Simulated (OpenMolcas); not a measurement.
## C3+: CASPT2 settings compared

```json
{
  "Program": "OpenMolcas",
  "Basis": "ANO-RCC-VDZP [3s2p1d]",
  "Scalar Hamiltonian": "DKH2, point nucleus",
  "Active space": "1 electron in 4 orbitals (2s 2p)",
  "State averaging": "2S+1 = 2 even, 1 root; 2S+1 = 2 odd, 3 roots",
  "Spin-orbit coupling": "RASSI with atomic mean-field integrals over the reference wave functions, term energies averaged over their components"
}
```

Methods on the same reference wave functions:
A. CASSCF
B. SS-CASPT2, IPEA 0.2 Eh, imaginary shift 0.5 Eh (closed shells correlated: 1s)
C. SS-CASPT2, IPEA 0.6 Eh, sigma2 regulariser 0.4 Eh (closed shells correlated: 1s)
D. XMS-CASPT2, IPEA 0.2 Eh, real shift 0.15 Eh (closed shells correlated: 1s)

Energies in cm-1 above 2s 2S 1/2, the measured ground level; measured values from Moore, Selected Tables of Atomic Spectra, NSRDS-NBS 3, section 3.

```csv
Level,A,B,C,D,Measured
2s 2S 1/2,0.0,0.0,0.0,0.0,0.0
2p 2P* 1/2,64879,64809,64811,64806,64484
2p 2P* 3/2,64969,64899,64900,64896,64592
```

Deviations, from unrounded energies. A percentage is the sum of absolute deviations over the sum of measured energies, with the sign that they share, or ± where signs differ.

```tsv
Against measurement	Levels	A	B	C	D
mean absolute deviation (cm-1)	2	390	320	320	310
other configurations (%)	2	+0.6	+0.5	+0.5	+0.5
```

B, C, D lie about equally close to measurement and A furthest from it. The largest miss of D in the table is 2p 2P* 1/2, by +320 cm-1. The ranking rests on the paired levels alone, and a cruder setting can come out closer through cancelling errors.

Among B to D no level of the table moves by more than 5 cm-1.

The lowest spin-free term lies below A's lowest term by 0.001 hartree in B, 0.001 hartree in C, 0.001 hartree in D.

The basis is small and was not contracted for so high a charge. With one active electron the reference holds no correlation, so core polarisation is missing (holds for A). With one active electron, CASPT2 adds the correlation within the correlated inactive shells and between them and that electron, and leaves the splitting within a term as the reference gives it (holds for B; C; D). Computed and measured levels are paired by configuration, term and J; levels that our copy of the source lacks, or whose pairing is in doubt (as where it misses far off the trend of its configuration), stay unpaired and out of the deviations. Only configurations of the active space appear.

* marks odd parity.
